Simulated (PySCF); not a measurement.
Computed IR spectrum (relative IR intensity) of a molecule C5H4F2. The structure is a stationary point at PBE0-D3(BJ)/def2-SVP. Other conformers were not sampled. Level of theory: PBE0-D3(BJ)/def2-SVP (PySCF). No scaling factor is applied to the harmonic values.

ν (cm⁻¹): 439 (w), 554 (w), 772 (m), 1064 (vw), 1087 (w), 1173 (vs), 1212 (w), 1270 (s), 1328 (vw), 1395 (s), 1668 (vw), 3238 (vw) (against the strongest line: vs over 80 %, s over 45 %, m over 15 %, w over 4 %, vw less)

### Question
Which structure fits?
(A) C#CC(=C)C(F)F
(B) C#C/C(F)=C(\C)F
(C) C#C[C@@H]1CC1(F)F
(D) FC1(F)C=CC=C1

### Answer
D, FC1(F)C=CC=C1
